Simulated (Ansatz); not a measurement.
The same molecule with X = Mg, Zn, Cd. Ansatz, PBE0-D4/def2-TZVP geometries, multiplicity 1. Each molecule was computed in one conformer, which needn't be the lowest.

Elements past krypton have def2 core potentials. Scalar relativity is left out up to krypton.

| X | molecule | mean X–F bond length / Å | mean X–S bond length / Å | ideal-gas entropy at 298 K and 1 bar (rigid rotor, harmonic PBE0-D4/def2-TZVP) / J/(mol·K) | HOMO–LUMO gap (PBE/def2-TZVPP) / eV | size of the dipole moment (ωB97M-V/def2-TZVPP) / D |
| --- | --- | --- | --- | --- | --- | --- |
| Zn | `C[S][Zn][F]` | 1.750 | 2.141 | 337 | 3.83 | 2.44 |
| Cd | `C[S][Cd][F]` | 1.942 | 2.311 | 345 | 3.31 | 2.59 |

Problem. Give the row for X = Mg, `C[S][Mg][F]`. (Estimate.)

Solution. The calculation gave: 
| X | molecule | mean X–F bond length / Å | mean X–S bond length / Å | ideal-gas entropy at 298 K and 1 bar (rigid rotor, harmonic PBE0-D4/def2-TZVP) / J/(mol·K) | HOMO–LUMO gap (PBE/def2-TZVPP) / eV | size of the dipole moment (ωB97M-V/def2-TZVPP) / D |
| --- | --- | --- | --- | --- | --- | --- |
| Mg | `C[S][Mg][F]` | 1.752 | 2.275 | 337 | 3.42 | 1.62 |

From Mg to Cd the mean X–F bond length isn't monotonic: highest at Cd, lowest at Zn; the mean X–S bond length isn't monotonic: highest at Cd, lowest at Zn; the ideal-gas entropy at 298 K and 1 bar (rigid rotor, harmonic PBE0-D4/def2-TZVP) isn't monotonic: highest at Cd, lowest at Mg; the HOMO–LUMO gap (PBE/def2-TZVPP) isn't monotonic: highest at Zn, lowest at Cd. Bonds lengthen as the atom grows down the group. Dipoles are sizes alone, and their direction can turn along the series.
